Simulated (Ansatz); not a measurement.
Gas-phase electronic energies from Ansatz, PBE0-D4/def2-TZVP geometries. CBS: MP2 limit from def2 TZ/QZ plus the TZ coupled-cluster correction, frozen cores. DFT in def2-TZVPP. B3LYP here is the variant with VWN-RPA as its local correlation; programs differ in this. For Ge outer-core shells are correlated without core-valence functions, which leaves a few kJ/mol of doubt a bond. Scalar relativity is left out up to krypton. Each species was taken in one conformer, which may not be the lowest.

Reaction (cleavage of the Si–Ge bond): `C[SiH](O)[GeH2][OH]` + `O[SiH2]O` → `C[SiH](O)O[SiH2]O` + `[OH][GeH3]`

```json
{"level": "PBE-D4", "ΔE (kJ/mol)": "-108.7"}
{"level": "r2SCAN-D4", "ΔE (kJ/mol)": "-129.9"}
{"level": "B3LYP-D4", "ΔE (kJ/mol)": "-130.3"}
{"level": "ωB97X-V", "ΔE (kJ/mol)": "-131.5"}
{"level": "PBE", "ΔE (kJ/mol)": "-106.5"}
{"level": "PBE0", "ΔE (kJ/mol)": "-116.7"}
{"level": "SCS-MP2/def2-QZVPP", "ΔE (kJ/mol)": "-138.5"}
{"level": "CCSD/CBS(def2)", "ΔE (kJ/mol)": "-133.1"}
```

**Question.** What does CCSD(T)/CBS give? (An estimate is asked.)

**Answer.** The calculation gave: -130.7 kJ/mol. The listed levels differ from it by 22.0, 0.8, 0.4, -0.8, 24.2, 14.0, -7.8, -2.4 kJ/mol.

Largest T1 diagnostic among the species: 0.012.

From PBE to PBE0 (25 % exact exchange), in def2-TZVPP and without D4, ΔE moves by −10.2 kJ/mol. The D4 term adds −3.3 kJ/mol with B3LYP and −1.7 kJ/mol with PBE0; it sums over pairs of atoms, weighted by their polarisabilities, and B3LYP, whose exchange is more repulsive, gets the larger term.
